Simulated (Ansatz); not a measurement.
H$_{7}$N$_{2}$PSi$_{2}$, relaxed with RKS PBE-D4/def2-SVP in Ansatz 0.2.0 from a rough embedded geometry. The force threshold is 0.03 eV/Å; the program also tests the step.

Total charge 0; spin multiplicity 1. The bonds changed during the relaxation, so this is another structure than the one it started from.

Start:

```xyz
12

N    -0.183   -2.045    0.785
P     0.491   -1.470   -0.609
Si   -0.903    0.288   -1.058
N    -0.810    1.323    0.185
Si    0.374    2.264    0.544
H     0.175   -2.990    1.064
H     0.134   -1.467    1.625
H    -0.109   -2.323   -1.530
H    -0.386    0.945   -2.343
H    -1.080    0.737    1.030
H     1.642    1.490    0.868
H     0.655    3.247   -0.561
```

```
         step  energy (eV)  largest force (eV/Å)  largest move (Å)
            1  -28108.3798                 8.020             0.000
            2  -28109.7161                 4.636             0.195
            3  -28110.4209                 0.766             0.195
            4  -28110.5466                 0.605             0.195
            5  -28110.6055                 0.730             0.194
            6  -28110.6389                 0.804             0.191
            7  -28110.6719                 0.473             0.073
            8  -28110.7164                 0.227             0.200
 9 (rejected)  -28110.6868                 0.446             0.200
           10  -28110.7494                 0.193             0.098
           11  -28110.7841                 0.325             0.099
           12  -28110.8467                 0.687             0.144
           13  -28110.9965                 0.833             0.194
           14  -28111.0012                 1.294             0.196
           15  -28111.1683                 0.691             0.194
           16  -28111.2020                 0.438             0.193
           17  -28111.2253                 0.432             0.173
           18  -28111.2407                 0.440             0.200
           19  -28111.2584                 0.255             0.059
           20  -28111.2714                 0.199             0.120
           21  -28111.2782                 0.239             0.097
           22  -28111.2803                 0.106             0.029
           23  -28111.2810                 0.046             0.022
           24  -28111.2813                 0.033             0.006
25 (rejected)  -28111.2813                 0.045             0.026
           26  -28111.2816                 0.017             0.013
```

End:

```xyz
12

N     0.446   -1.784    0.986
P     0.687   -1.637   -0.725
Si    0.054    0.541   -0.913
N    -1.176    1.157    0.163
Si    0.103    2.243    0.945
H    -0.501   -1.770    1.371
H     1.004   -2.525    1.418
H    -0.543   -2.153   -1.309
H     0.009    1.054   -2.320
H    -1.583    0.478    0.815
H     1.305    1.208   -0.149
H     0.195    3.188   -0.282
```

Hardware: 4 threads of an Arm Neoverse V2 on a shared host. Wall time 38 s, peak host memory 0.25 GiB.
